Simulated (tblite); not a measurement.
Record of a relaxation.

C₅H₇BF₂O₂.
SMILES with atom numbers: `[CH3:1][O:2][C@@H:3]1[CH2:4][C@H:5]([B:6]([F:7])[F:8])[C:9]1=[O:10]` (hydrogens: H11, H12, H13 on C1; H14 on C3; H15, H16 on C4; H17 on C5)

Computed with GFN2-xTB (tblite), gas phase: L-BFGS steps from a force-field or distance-geometry start until the largest atomic force falls under 0.01 eV/Å. 11 of its 131 geometries are shown.

Step 0: E = -900.9261 eV, largest atomic force 3.961 eV/Å
```
atom  x, y, z in Å  |  force x, y, z in eV/Å
C1     -2.788    0.305    0.053   -1.831   1.065   0.031
O2     -1.552    0.811    0.425   -0.490  -0.582   0.234
C3     -0.605   -0.065   -0.104   -0.975   2.103   0.256
C4      0.518   -0.452    0.809    0.130  -1.692   1.928
C5      1.383   -0.398   -0.421    2.976   0.203  -0.141
B6      2.869    0.049   -0.211    3.306  -0.528  -0.889
F7      3.530    0.851   -1.214   -1.276  -1.964   2.963
F8      3.649   -0.620    0.797   -1.472   2.049  -2.365
C9      0.454    0.661   -0.894   -0.903   1.760  -3.432
O10     0.486    1.674   -1.592    0.162  -2.404   1.970
H11    -2.934   -0.706    0.441   -0.128  -0.100  -0.029
H12    -2.845    0.314   -1.057   -0.427  -0.047   0.481
H13    -3.592    0.966    0.494    0.782  -0.573  -0.550
H14    -1.055   -0.886   -0.677    0.271   0.110   0.257
H15     0.449   -1.457    1.274   -0.011   0.584   0.018
H16     0.761    0.307    1.594   -0.306  -0.573  -0.785
H17     1.265   -1.341   -0.990    0.193   0.588   0.052
```

Step 13: E = -902.2726 eV, largest atomic force 0.189 eV/Å
```
atom  x, y, z in Å  |  force x, y, z in eV/Å
C1     -2.935    0.325    0.066    0.027   0.068   0.027
O2     -1.656    0.768    0.467    0.131  -0.072  -0.061
C3     -0.620    0.000   -0.076   -0.001  -0.023  -0.024
C4      0.551   -0.501    0.810   -0.110  -0.052   0.066
C5      1.488   -0.387   -0.421   -0.052   0.086   0.050
B6      3.012    0.013   -0.254    0.000  -0.084  -0.055
F7      3.663    0.793   -1.083   -0.052  -0.065   0.068
F8      3.745   -0.469    0.731   -0.049   0.092  -0.010
C9      0.464    0.617   -0.966   -0.158  -0.028   0.100
O10     0.541    1.590   -1.642    0.001   0.081  -0.167
H11    -3.123   -0.692    0.425   -0.044  -0.023   0.017
H12    -3.033    0.343   -1.024   -0.041   0.037  -0.018
H13    -3.668    1.001    0.500    0.079   0.050   0.046
H14    -1.044   -0.858   -0.611    0.058  -0.060  -0.040
H15     0.419   -1.478    1.272    0.082   0.015  -0.055
H16     0.803    0.238    1.569   -0.029  -0.081  -0.028
H17     1.386   -1.290   -1.036    0.159   0.058   0.083
```

Step 26: E = -902.3304 eV, largest atomic force 0.248 eV/Å
```
atom  x, y, z in Å  |  force x, y, z in eV/Å
C1     -2.941    0.376    0.095   -0.047  -0.047  -0.017
O2     -1.617    0.708    0.453   -0.185   0.082   0.064
C3     -0.620   -0.081   -0.113   -0.124   0.003  -0.054
C4      0.541   -0.553    0.790    0.024  -0.029  -0.054
C5      1.517   -0.330   -0.391   -0.021  -0.012  -0.048
B6      3.030    0.080   -0.208   -0.035   0.014   0.030
F7      3.718    0.755   -1.095    0.000   0.036  -0.018
F8      3.737   -0.343    0.819   -0.002   0.071   0.078
C9      0.435    0.571   -1.002    0.147   0.143  -0.139
O10     0.446    1.484   -1.766    0.026  -0.079   0.025
H11    -3.209   -0.635    0.432    0.060   0.066   0.003
H12    -3.112    0.441   -0.987    0.108   0.038   0.039
H13    -3.585    1.101    0.592    0.062  -0.010   0.023
H14    -1.040   -0.926   -0.666   -0.105  -0.125  -0.001
H15     0.474   -1.557    1.187   -0.012  -0.158   0.060
H16     0.686    0.154    1.600    0.109   0.026   0.017
H17     1.532   -1.233   -1.014   -0.004  -0.019  -0.008
```

Step 39: E = -902.4058 eV, largest atomic force 0.893 eV/Å
```
atom  x, y, z in Å  |  force x, y, z in eV/Å
C1     -2.858    0.531    0.180   -0.073   0.098  -0.001
O2     -1.495    0.652    0.513    0.012  -0.208  -0.251
C3     -0.636   -0.229   -0.165    0.077  -0.034   0.054
C4      0.549   -0.763    0.677   -0.061  -0.069   0.078
C5      1.543   -0.406   -0.449    0.015  -0.067   0.111
B6      2.922    0.267   -0.079    0.326   0.165   0.213
F7      3.688    0.757   -1.031    0.074   0.012   0.243
F8      3.443    0.326    1.150   -0.438  -0.006  -0.778
C9      0.409    0.378   -1.129   -0.229   0.147  -0.054
O10     0.355    1.179   -2.011    0.092  -0.222   0.220
H11    -3.252   -0.464    0.408    0.060  -0.106   0.124
H12    -3.064    0.735   -0.873    0.164   0.091  -0.148
H13    -3.377    1.271    0.779   -0.052   0.055   0.108
H14    -1.210   -1.038   -0.651    0.194   0.182   0.037
H15     0.504   -1.812    0.968   -0.020   0.141   0.022
H16     0.687   -0.123    1.553    0.011  -0.229  -0.122
H17     1.783   -1.249   -1.115   -0.152   0.051   0.145
```

Step 52: E = -902.4909 eV, largest atomic force 0.157 eV/Å
```
atom  x, y, z in Å  |  force x, y, z in eV/Å
C1     -2.762    0.641    0.222   -0.011  -0.009  -0.037
O2     -1.394    0.592    0.549   -0.004   0.117   0.105
C3     -0.617   -0.321   -0.169   -0.078   0.018   0.107
C4      0.564   -0.915    0.633    0.004  -0.045  -0.029
C5      1.553   -0.485   -0.472    0.019   0.020  -0.014
B6      2.784    0.416   -0.072    0.061  -0.028   0.084
F7      3.697    0.806   -0.929    0.017   0.011  -0.041
F8      2.983    0.835    1.162   -0.060  -0.014  -0.090
C9      0.396    0.247   -1.172   -0.044  -0.055   0.048
O10     0.325    0.969   -2.115    0.011   0.007   0.027
H11    -3.234   -0.336    0.376   -0.051  -0.025   0.015
H12    -2.927    0.955   -0.812    0.040   0.033  -0.068
H13    -3.210    1.373    0.892    0.039  -0.035  -0.001
H14    -1.247   -1.083   -0.646    0.016  -0.051  -0.010
H15     0.505   -1.982    0.826    0.005  -0.020  -0.027
H16     0.718   -0.389    1.573   -0.031   0.042  -0.070
H17     1.859   -1.310   -1.119    0.065   0.034   0.000
```

Step 65: E = -902.5076 eV, largest atomic force 0.052 eV/Å
```
atom  x, y, z in Å  |  force x, y, z in eV/Å
C1     -2.673    0.721    0.241    0.005  -0.015  -0.018
O2     -1.330    0.528    0.622   -0.029  -0.034   0.001
C3     -0.620   -0.404   -0.145   -0.012  -0.005   0.010
C4      0.577   -1.030    0.602   -0.005   0.012  -0.006
C5      1.558   -0.524   -0.482   -0.018   0.012   0.004
B6      2.670    0.513   -0.062    0.024   0.007  -0.006
F7      3.688    0.814   -0.837    0.017  -0.006  -0.017
F8      2.635    1.174    1.072   -0.006  -0.013   0.035
C9      0.368    0.153   -1.181   -0.016  -0.015   0.018
O10     0.269    0.843   -2.147   -0.024  -0.010   0.012
H11    -3.234   -0.220    0.314   -0.016   0.030  -0.040
H12    -2.753    1.115   -0.777    0.008  -0.001   0.010
H13    -3.088    1.441    0.943    0.034   0.005  -0.015
H14    -1.297   -1.139   -0.603    0.014  -0.001   0.034
H15     0.527   -2.109    0.719    0.032   0.017  -0.006
H16     0.722   -0.558    1.570    0.023  -0.002  -0.008
H17     1.975   -1.304   -1.121   -0.030   0.019  -0.006
```

Step 78: E = -902.5346 eV, largest atomic force 0.072 eV/Å
```
atom  x, y, z in Å  |  force x, y, z in eV/Å
C1     -2.570    0.794    0.192    0.014  -0.019  -0.002
O2     -1.357    0.345    0.756   -0.032  -0.035   0.005
C3     -0.645   -0.542   -0.058   -0.018  -0.018   0.001
C4      0.629   -1.098    0.606    0.003   0.016  -0.022
C5      1.514   -0.487   -0.510   -0.019  -0.007  -0.032
B6      2.585    0.587   -0.073    0.004  -0.001  -0.026
F7      3.708    0.791   -0.724    0.007   0.007  -0.053
F8      2.422    1.352    0.981   -0.004  -0.002   0.038
C9      0.239    0.097   -1.133   -0.002   0.013   0.000
O10     0.029    0.784   -2.084    0.032  -0.011   0.023
H11    -3.282   -0.034    0.083    0.014   0.005   0.022
H12    -2.415    1.255   -0.788    0.026   0.048   0.047
H13    -2.963    1.528    0.892   -0.032   0.003  -0.047
H14    -1.315   -1.308   -0.479    0.003  -0.017   0.003
H15     0.673   -2.182    0.679   -0.015   0.027   0.019
H16     0.798   -0.650    1.581   -0.027  -0.007   0.012
H17     1.943   -1.221   -1.194    0.044  -0.001   0.013
```

Step 91: E = -902.5437 eV, largest atomic force 0.070 eV/Å
```
atom  x, y, z in Å  |  force x, y, z in eV/Å
C1     -2.600    0.765    0.169   -0.021   0.015  -0.027
O2     -1.410    0.308    0.773   -0.033   0.011  -0.019
C3     -0.653   -0.533   -0.048    0.012  -0.001   0.007
C4      0.626   -1.053    0.632    0.007   0.005   0.005
C5      1.503   -0.474   -0.506    0.058  -0.007   0.038
B6      2.637    0.546   -0.093   -0.008   0.027  -0.006
F7      3.675    0.822   -0.852   -0.062  -0.002   0.009
F8      2.615    1.181    1.058    0.019  -0.012  -0.051
C9      0.230    0.136   -1.109    0.024   0.013   0.022
O10     0.027    0.858   -2.036    0.002  -0.018   0.031
H11    -3.306   -0.061    0.021    0.013   0.001  -0.014
H12    -2.397    1.241   -0.794   -0.023   0.035   0.005
H13    -3.031    1.493    0.853    0.016  -0.014   0.003
H14    -1.283   -1.320   -0.495    0.005  -0.005   0.008
H15     0.676   -2.129    0.771    0.023   0.023  -0.010
H16     0.786   -0.544    1.580   -0.006  -0.054  -0.003
H17     1.899   -1.223   -1.196   -0.025  -0.017   0.002
```

Step 104: E = -902.5533 eV, largest atomic force 0.034 eV/Å
```
atom  x, y, z in Å  |  force x, y, z in eV/Å
C1     -2.590    0.774    0.130    0.003   0.025   0.003
O2     -1.454    0.255    0.786    0.015   0.011   0.029
C3     -0.656   -0.562   -0.019    0.003   0.011  -0.005
C4      0.627   -1.061    0.672    0.004   0.013  -0.004
C5      1.499   -0.491   -0.472   -0.026   0.006  -0.018
B6      2.634    0.546   -0.126    0.010   0.002  -0.005
F7      3.558    0.905   -0.990    0.005   0.005   0.008
F8      2.712    1.143    1.043    0.008  -0.004  -0.002
C9      0.226    0.136   -1.058   -0.006   0.005  -0.011
O10     0.024    0.902   -1.950   -0.004  -0.016  -0.007
H11    -3.289   -0.026   -0.139   -0.008  -0.029  -0.011
H12    -2.315    1.327   -0.772    0.013   0.015  -0.018
H13    -3.063    1.452    0.837   -0.012  -0.015   0.015
H14    -1.256   -1.361   -0.485    0.004  -0.012   0.003
H15     0.695   -2.133    0.824   -0.021  -0.014  -0.001
H16     0.783   -0.543    1.615   -0.004  -0.004   0.017
H17     1.860   -1.250   -1.168    0.015   0.001   0.005
```

Step 117: E = -902.5553 eV, largest atomic force 0.013 eV/Å
```
atom  x, y, z in Å  |  force x, y, z in eV/Å
C1     -2.588    0.779    0.127   -0.006  -0.006   0.000
O2     -1.451    0.274    0.793    0.000   0.000  -0.008
C3     -0.657   -0.551   -0.009    0.004  -0.010   0.006
C4      0.626   -1.057    0.678    0.012  -0.003  -0.002
C5      1.495   -0.488   -0.468    0.002  -0.002  -0.007
B6      2.636    0.547   -0.129   -0.005  -0.004  -0.008
F7      3.541    0.920   -1.006   -0.004   0.000   0.011
F8      2.742    1.122    1.048    0.000   0.001   0.004
C9      0.222    0.131   -1.060   -0.006  -0.002  -0.002
O10     0.015    0.873   -1.970    0.005   0.000  -0.004
H11    -3.252   -0.037   -0.183   -0.001   0.013  -0.001
H12    -2.308    1.366   -0.752   -0.004   0.008   0.003
H13    -3.101    1.417    0.843    0.002  -0.006   0.006
H14    -1.262   -1.352   -0.465   -0.002   0.002  -0.002
H15     0.682   -2.132    0.817    0.002   0.003   0.009
H16     0.789   -0.553    1.627   -0.001   0.007  -0.008
H17     1.863   -1.248   -1.161    0.002  -0.001   0.004
```

Step 130: E = -902.5560 eV, largest atomic force 0.008 eV/Å
```
atom  x, y, z in Å  |  force x, y, z in eV/Å
C1     -2.578    0.790    0.132    0.003   0.003  -0.004
O2     -1.444    0.269    0.790   -0.006  -0.006   0.000
C3     -0.657   -0.562   -0.013    0.000   0.003  -0.001
C4      0.627   -1.062    0.675   -0.004  -0.001   0.000
C5      1.495   -0.493   -0.473    0.002   0.003   0.002
B6      2.623    0.554   -0.128    0.001   0.006   0.004
F7      3.534    0.933   -0.996    0.001   0.002   0.002
F8      2.711    1.135    1.049    0.001  -0.002  -0.006
C9      0.219    0.114   -1.071    0.002   0.000  -0.001
O10     0.009    0.847   -1.988    0.004  -0.003  -0.002
H11    -3.238   -0.016   -0.210   -0.001   0.001   0.004
H12    -2.295    1.407   -0.726    0.000  -0.001   0.007
H13    -3.097    1.402    0.866    0.001  -0.004  -0.005
H14    -1.267   -1.363   -0.462    0.003   0.002   0.004
H15     0.690   -2.136    0.819   -0.005  -0.004   0.002
H16     0.787   -0.552    1.621    0.002   0.002  -0.003
H17     1.875   -1.254   -1.158   -0.004  -0.001  -0.004
```

**Question.** Summarise the path.

**Answer.** The energy falls by 1.6299 eV from step 0 to step 130; nine tenths of that is first reached at step 37. It rises by more than 0.2 meV at steps 39 and 62. The largest force goes from 3.961 to 0.008 eV/Å. Among the bonds B6–F7 changes most, from 1.445 to 1.314 Å; the atoms move by 0.858 Å rms after alignment.

The cost below is that of the whole relaxation. Time: 0.91 s wall. Hardware: Arm Neoverse V1, one thread, no GPU, shared host with 32 logical CPUs at a one-minute load of 17.
